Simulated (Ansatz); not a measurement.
A nudged elastic band was laid between two geometries of F3HSSi + FH (8 atoms, charge 0, multiplicity 1).

Theory: RKS BLYP/cc-pVDZ in Ansatz.

```yaml
movable_images: 7
climbing_image: yes
spring: 5.0 eV/Å²
optimiser: quadratic models (default)
start_path: through a guess of the saddle point
force_threshold: 0.05 eV/Å
iteration_limit: 60
end_points: relaxed
```

Initial state:

```xyz
8
Properties=species:S:1:pos:R:3
Si -0.667 -0.501 -0.098
S 1.008 -0.149 1.219
F -0.234 -1.470 -1.339
F -1.841 -1.275 0.752
F -1.377 0.865 -0.659
H 1.533 1.364 -0.643
F 1.389 1.004 -1.505
H 0.190 0.162 2.274
```

Final state:

```xyz
8
Properties=species:S:1:pos:R:3
Si -0.756 -0.637 -0.896
S 1.457 0.735 2.029
F -1.636 -0.893 -2.243
F -0.708 -2.008 -0.025
F -1.452 0.562 -0.038
H 1.971 0.906 0.773
F 0.749 -0.188 -1.336
H 0.375 1.523 1.736
```

(1) Which bonds break or form, and what moves?

(2) What energy profile does the band end with?

(3) What is the geometry of the highest image?

(4) What are the harmonic wavenumbers there?

Results:

(1) Bonds broken: Si1–S2, H6–F7. Bonds formed: Si1–F7, S2–H6. F3HSSi + FH becomes F4Si + H2S.

(2) The forces met the threshold. The highest image is number 4 of 0 to 8, 13.0 kcal/mol above the first end and 31.2 kcal/mol above the last; the last end lies 18.3 kcal/mol below the first. A vibrational analysis at the climbing image gives one clearly imaginary mode, 622i cm⁻¹: a first-order saddle point. The orbitals stay closed-shell, which can raise the energy where a bond breaks towards radicals; this wasn't checked here.

```json
{"image": "0", "path coordinate (Å)": "0.00", "energy (kcal/mol)": "0.0", "Si1–S2 (Å)": "2.16", "H6–F7 (Å)": "0.95", "Si1–F7 (Å)": "2.91"}
{"image": "1", "path coordinate (Å)": "0.52", "energy (kcal/mol)": "0.2", "Si1–S2 (Å)": "2.16", "H6–F7 (Å)": "0.95", "Si1–F7 (Å)": "2.98"}
{"image": "2", "path coordinate (Å)": "1.04", "energy (kcal/mol)": "0.6", "Si1–S2 (Å)": "2.18", "H6–F7 (Å)": "0.95", "Si1–F7 (Å)": "2.78"}
{"image": "3", "path coordinate (Å)": "1.55", "energy (kcal/mol)": "5.1", "Si1–S2 (Å)": "2.25", "H6–F7 (Å)": "0.99", "Si1–F7 (Å)": "2.28"}
{"image": "4", "path coordinate (Å)": "2.07", "energy (kcal/mol)": "13.0", "Si1–S2 (Å)": "2.39", "H6–F7 (Å)": "1.26", "Si1–F7 (Å)": "1.90"}
{"image": "5", "path coordinate (Å)": "3.12", "energy (kcal/mol)": "-3.5", "Si1–S2 (Å)": "3.15", "H6–F7 (Å)": "1.90", "Si1–F7 (Å)": "1.66"}
{"image": "6", "path coordinate (Å)": "4.17", "energy (kcal/mol)": "-16.5", "Si1–S2 (Å)": "4.00", "H6–F7 (Å)": "2.28", "Si1–F7 (Å)": "1.63"}
{"image": "7", "path coordinate (Å)": "5.22", "energy (kcal/mol)": "-17.6", "Si1–S2 (Å)": "4.12", "H6–F7 (Å)": "2.46", "Si1–F7 (Å)": "1.63"}
{"image": "8", "path coordinate (Å)": "6.27", "energy (kcal/mol)": "-18.3", "Si1–S2 (Å)": "3.92", "H6–F7 (Å)": "2.67", "Si1–F7 (Å)": "1.63"}
```

(3) 
```xyz
8
Properties=species:S:1:pos:R:3
Si -0.526 -0.337 -0.402
S 1.142 -0.179 1.296
F -0.277 -1.356 -1.667
F -1.480 -1.320 0.536
F -1.562 0.933 -0.556
H 1.418 0.662 -0.015
F 0.836 0.779 -1.122
H 0.448 0.818 1.930
```

(4) 622i, 50, 151, 238, 265, 320, 341, 369, 430, 454, 602, 660, 774, 938, 955, 1073, 1448, 2561 cm⁻¹.

Time of the run: 3.7 min on 2 threads of Arm Neoverse V2, with other jobs on the host, peak memory 0.15 GiB.
